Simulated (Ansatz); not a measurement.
The same ligand exchange along the group Si, Ge, Sn.

Calculated with Ansatz (gas phase, PBE0-D4/def2-TZVP geometries, no zero-point term in ΔE). CCSD(T)/CBS is the MP2 limit (def2-TZVPP, def2-QZVPP) plus CCSD(T) − MP2 in def2-TZVPP, frozen cores. This one scheme is used for every species. DFT in def2-TZVPP. Elements past krypton have def2 core potentials. For Ge, Sn outer-core shells are correlated without core-valence functions, which leaves a few kJ/mol of doubt a bond. Scalar relativity is left out up to krypton. One conformer a species, not always the lowest.

| reaction | RPA@PBE/def2-TZVPP (kJ/mol) | ωB97M-V (kJ/mol) | revPBE-D4 (kJ/mol) | PBE-D4 (kJ/mol) | CCSD(T)/CBS(def2) (kJ/mol) |
| --- | --- | --- | --- | --- | --- |
| `N[Si](F)(F)F` + H₂S → `F[Si](F)(F)S` + NH₃ | 22 | 19 | 6 | 8 | 19 |
| `[NH2][Ge]([F])([F])[F]` + H₂S → `[F][Ge]([F])([F])[SH]` + NH₃ | -16 | -22 | -32 | -32 | -20 |
| `[NH2][Sn]([F])([F])[F]` + H₂S → `[F][Sn]([F])([F])[SH]` + NH₃ | -46 | -55 | -60 | -61 | -54 |

Largest T1 diagnostic: 0.015, for `[F][Sn]([F])([F])[SH]`.
